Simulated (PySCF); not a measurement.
Computed Raman spectrum (relative Raman activity) of a molecule C2H5BrSi. Geometry optimised at B3LYP-D3(BJ)/def2-SVP. Other conformers were not sampled. Method: B3LYP-D3(BJ)/def2-SVP in PySCF 2.14.0. Frequencies are harmonic and unscaled.

Lines under 2 % of the strongest are left out, and lines within 2 cm⁻¹ are merged.

ν (cm⁻¹): 73 (w), 158 (vw), 403 (w), 510 (w), 590 (vw), 689 (w), 737 (w), 860 (w), 948 (w), 1016 (vw), 1275 (w), 1421 (w), 1665 (w), 2236 (vs), 2244 (m), 3116 (s), 3139 (s), 3207 (s) (against the strongest line: vs over 80 %, s over 45 %, m over 15 %, w over 4 %, vw less)

**Question.** Identify the compound among the candidates.
(A) C=C([SiH3])Br
(B) C=C[SiH2]Br
(C) [SiH3]/C=C\Br

**Answer.** B, C=C[SiH2]Br
